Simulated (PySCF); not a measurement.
CH3, SMILES [CH3+], charge +1. Coordinates come from a PBE-D3(BJ)/def2-TZVPD optimisation.

Computed equilibrium geometry at PBE-D3(BJ)/def2-TZVPD (PySCF confirms it by a frequency run) as bond lengths and angles, and its point group:
point group D3h.
Atoms: C1 H2 H3 H4. Bond lengths (Å): C1–H2 1.101, C1–H3 1.101, C1–H4 1.101. Angles (°): H2–C1–H3 120.0, H2–C1–H4 120.0, H3–C1–H4 120.0.
Charge +1, spin multiplicity 1.
